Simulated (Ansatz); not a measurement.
`CC(F)OCCF`, relaxed with RKS PBE0-D4/def2-TZVP in Ansatz 0.2.0 from a PBE-D4/def2-SVP geometry. The force threshold is 0.005 eV/Å; the program also tests the step.

The species carries charge 0 and has multiplicity 1.

Start:

```xyz
15

C     0.195   -1.705    1.562
C     0.240   -1.045    0.204
F     1.168   -1.717   -0.606
O     0.642    0.279    0.365
C     0.510    1.090   -0.798
C    -0.840    1.773   -0.882
F    -1.855    0.849   -1.122
H    -0.050   -2.778    1.456
H     1.186   -1.605    2.047
H    -0.567   -1.219    2.201
H    -0.732   -1.105   -0.338
H     1.296    1.873   -0.738
H     0.705    0.495   -1.718
H    -0.836    2.521   -1.708
H    -1.062    2.295    0.075
```

Q: By how much does the energy fall, and how many steps does the optimiser take? (An estimate is asked.)

A: Computed: 1.47 kcal/mol, in 8 steps.

Q: Which bonds change most? (An estimate is asked.)

A: The calculation gave: C6–H14 from 1.114 to 1.095 Å; C6–H15 from 1.113 to 1.094 Å; C2–H11 from 1.114 to 1.096 Å; C5–H13 from 1.112 to 1.095 Å.

Q: Give the relaxed structure. (An estimate is asked.)

A: The calculation gave: 
```xyz
15

C     0.176   -1.697    1.548
C     0.286   -1.060    0.195
F     1.305   -1.685   -0.520
O     0.596    0.272    0.347
C     0.471    1.058   -0.822
C    -0.827    1.815   -0.846
F    -1.894    0.946   -1.007
H     0.011   -2.769    1.441
H     1.099   -1.527    2.105
H    -0.658   -1.259    2.097
H    -0.617   -1.191   -0.412
H     1.294    1.779   -0.821
H     0.572    0.440   -1.719
H    -0.838    2.523   -1.681
H    -0.977    2.353    0.094
```
